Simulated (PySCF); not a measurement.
What does the PBE0-D3(BJ)/def2-SVP structure of `CC[SiH2]O[SiH2][SiH2]N` look like in three dimensions?

```xyz
20
C2H13NOSi3 angstrom
C     -2.917    0.819   -0.382
C     -1.721   -0.126   -0.286
Si    -0.759    0.049    1.312
O      0.516   -1.019    1.375
Si     1.622   -1.774    0.384
Si     2.728   -0.140   -0.904
N      1.567    1.137   -1.168
H     -2.608    1.874   -0.305
H     -3.649    0.634    0.420
H     -3.449    0.707   -1.340
H     -2.042   -1.177   -0.383
H     -1.005    0.062   -1.106
H     -1.629   -0.208    2.498
H     -0.227    1.449    1.426
H      2.556   -2.563    1.241
H      0.912   -2.731   -0.526
H      3.086   -0.686   -2.251
H      4.017    0.283   -0.254
H      1.702    1.756   -1.960
H      1.247    1.671   -0.364
```

Orientation and origin are arbitrary. Atoms count from 1 in this order. N7 (silicon-bound nitrogen) is pyramidal (angles 118.4°, 118.3° and 109.8°, sum 346.5°, 0.26 Å off the plane of its three neighbours). Si6 (SiH2 silicon) is distorted tetrahedral (angles from 106.1° to 115.5°). Si5 (oxygen-bound silicon) is tetrahedral (angles from 107.9° to 112.7°). Si3 (oxygen-bound silicon) is tetrahedral (angles from 107.8° to 111.5°).

Bonds between heavy atoms (Å): C1–C2 1.527, C2–Si3 1.874, Si3–O4 1.664, O4–Si5 1.667, Si5–Si6 2.357, Si6–N7 1.746.

Method: PBE0-D3(BJ)/def2-SVP geometry optimisation, gas phase in PySCF.

Point group: C1 (no symmetry element, even within 0.4 Å). No PBE0-D3(BJ)/def2-SVP frequencies stand behind this structure, so it isn't proved a minimum. One conformer, not necessarily the lowest (C1–C2–Si3–O4 179°, C2–Si3–O4–Si5 33°, Si3–O4–Si5–Si6 53°, O4–Si5–Si6–N7 -32°, Si5–Si6–N7–H -157° and 66°).
